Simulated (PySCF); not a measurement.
**Polarisability and C₆ of Ni⁻ (nickel, charge -1)**

[Ar] 3d9 4s2, 2D determinant. Calculation: PySCF 2.14, in aug-cc-pVTZ with one added diffuse shell each of s, p, d, f, g type (9s8p6d4f3g, 118 functions); no relativity, point nucleus. Coupled (time-dependent) response in atomic units; α is the mean over directions.

```json
{"method": "UHF", "mean α (bohr³)": "82030", "α xx, yy, zz": "119200, 119200, 7673", "C₆ (like pair)": "9262000", "S(−4)": "25830000000"}
```

S(−4) is the Cauchy moment in α(ω) = α(0) + S(−4) ω² + …

α(iu) at UHF:

```tsv
u (hartree)	α(iu) (bohr³)
0	82030
0.0500	313.0
0.100	125.8
0.200	44.96
0.300	23.98
0.500	11.08
0.750	6.213
1.00	4.193
1.50	2.444
2.00	1.667
3.00	0.9589
5.00	0.4574
```

A single London oscillator, α(iu) = α/(1 + u²/ω²), gives C₆ = (3/4) ω α². Matching the computed C₆ needs ω = 4 × 9262000 / (3 × 82030²) = 0.00184 hartree.

For an ion, C₆ is the dispersion term alone; charge-induced terms of lower order in 1/R come first.

The components differ because the open shell of this determinant is not spherical; for a pure term their mean is the scalar polarisability.

⟨S²⟩ = 1.03 against 0.75 shows spin contamination. The outer electron is barely bound at this level, so radii and moments hang on the diffuse functions.
